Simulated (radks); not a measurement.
These are the eigenvalues of the occupied orbitals of an atom or ion with whole-number occupations (eV). Calculated with a radial shooting solver on a logarithmic mesh with Libxc functionals: scalar-relativistic Kohn-Sham, PBE, spin-polarised, spherical densities, finite nucleus; Fermi nuclear charge, rms radius of each element as measured or else 0.836 A^(1/3) + 0.57 fm.

orbital  eigenvalue
1s up     -11190.01
1s down   -11189.24
2s up     -1600.830
2s down   -1595.858
2p up     -1427.898
2p down   -1423.750
3s up     -376.2826
3s down   -366.7726
3p up     -322.1127
3p down   -312.6641
3d up     -234.0686
3d down   -224.4493

Which element is it, and in what charge state? The configuration may be excited. Open shells, if any, are filled with parallel spins first.

Answer. Z = 32, germanium, charge +9: Ge9+ in [Ne] 3s2 3p5 3d6. The list shows which subshells hold electrons but not how many an open one holds; the 1s level, -411.23 hartree, gives Z - s = 28.7 by -(Z - s)^2/2, which with screening and relativity narrows Z to a few neighbours, and the depths of the outer levels then fix element, charge and occupations together.
